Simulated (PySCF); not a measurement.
The first ionisation energy along the 3d series

Calculated with PySCF 2.14 from differences of total energies of unrestricted determinants, without spin-orbit coupling. Values in eV. The last column holds reference values (NIST; (s) semi-empirical, (t) theoretical, else measured). Unmarked ones compare directly (S terms, centres of terms, or small fine structure); those marked * lie between the lowest fine-structure levels and include a spin-orbit shift.

| element | configurations | UHF | MP2 (valence) | SCS-MP2 (valence) | CCSD (valence) | LDA | CCSD (valence and next inner shell) | reference |
| --- | --- | --- | --- | --- | --- | --- | --- | --- |
| Sc (x2c-TZVPPall with one added diffuse shell each of s, p, d, f type, spin-free X2C) | [Ar] 3d1 4s2 → [Ar] 3d1 4s1 | 5.394 | 6.101 | 6.246 | 6.355 | 6.694 | 6.453 | 6.562 |
| Ti (x2c-TZVPPall with one added diffuse shell each of s, p, d, f type, spin-free X2C) | [Ar] 3d2 4s2 → [Ar] 3d2 4s1 | 5.560 | 6.359 | 6.528 | 6.614 | 6.940 | 6.682 | 6.828 |
| V (x2c-TZVPPall with one added diffuse shell each of s, p, d, f type, spin-free X2C) | [Ar] 3d3 4s2 → [Ar] 3d4 | 6.168 | 6.557 | 7.066 | 6.779 | 6.485 | 6.722 | 6.732 |
| Cr (x2c-TZVPPall with one added diffuse shell each of s, p, d, f type, spin-free X2C) | [Ar] 3d5 4s1 → [Ar] 3d5 | 6.016 | 6.515 | 6.182 | 6.547 | 7.619 | 6.704 | 6.767 |
| Mn (x2c-TZVPPall with one added diffuse shell each of s, p, d, f type, spin-free X2C) | [Ar] 3d5 4s2 → [Ar] 3d5 4s1 | 6.027 | 7.015 | 7.228 | 7.231 | 7.600 | 7.239 | 7.434 |
| Co (x2c-TZVPPall with one added diffuse shell each of s, p, d, f type, spin-free X2C) | [Ar] 3d7 4s2 → [Ar] 3d8 | 8.292 | 7.429 | 7.469 | 8.073 | 7.909 | 7.991 | 7.869 |
| Ni (x2c-TZVPPall with one added diffuse shell each of s, p, d, f type, spin-free X2C) | [Ar] 3d8 4s2 → [Ar] 3d9 | 8.224 | 7.004 | 7.219 | 7.850 | 7.622 | 7.713 | 7.640 * |
| Cu (x2c-TZVPPall with one added diffuse shell each of s, p, d, f type, spin-free X2C) | [Ar] 3d10 4s1 → [Ar] 3d10 | 6.598 | 7.649 | 7.489 | 7.510 | 8.648 | 7.526 | 7.726 |
| Zn (x2c-TZVPPall with one added diffuse shell each of s, p, d, f type, spin-free X2C) | [Ar] 3d10 4s2 → [Ar] 3d10 4s1 | 7.789 | 9.176 | 9.192 | 9.197 | 9.935 | 9.194 | 9.394 |

Q: Fill in the row of Fe (x2c-TZVPPall with one added diffuse shell each of s, p, d, f type, spin-free X2C) ([Ar] 3d6 4s2 → [Ar] 3d6 4s1).

A: UHF 6.436; MP2 (valence) 7.514; SCS-MP2 (valence) 7.695; CCSD (valence) 7.693; LDA 8.163; CCSD (valence and next inner shell) 7.701; reference 7.904 (eV).

"Valence" correlates the outer s and p shells and, in groups 3 to 12 and the f block, the outer d or f shell, open or full, or the next shell where the ion has no valence electron left; the wider scheme adds the next inner shell.
